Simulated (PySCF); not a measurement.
Excited states of Zn²⁺ (zinc, charge +2)

Ground state [Ar] 3d10, ¹S. Computed with PySCF 2.14 in aug-cc-pVTZ-PP with ECP10MDF (6s6p5d3f2g, 88 functions), with scalar relativity through the core potential. Vertical excitation energies in eV without spin-orbit coupling; excited terms of each kind are numbered among those the solver found. Frozen: 3s2 3p6.

| term | leading excitation | EOM-EE-CCSD |
| --- | --- | --- |
| 1 3D | 3d → s | 9.740 |
| 1 1D | 3d → s | 10.266 |
| 1 3P° | 3d → p | 17.102 |
| 1 3F° | 3d → p | 17.434 |
| 1 1F° | 3d → p | 17.682 |
| 1 1D° | 3d → p | 18.002 |
| 1 3D° | 3d → p | 18.018 |
| 1 1P° | 3d → p | 18.246 |
| 2 3D | 3d → s | 26.807 |
| 1 1G | 3d → d | 26.934 |
| 2 1D | 3d → s | 26.947 |

The solver can miss terms. Rydberg members are limited by the diffuse functions of the basis.
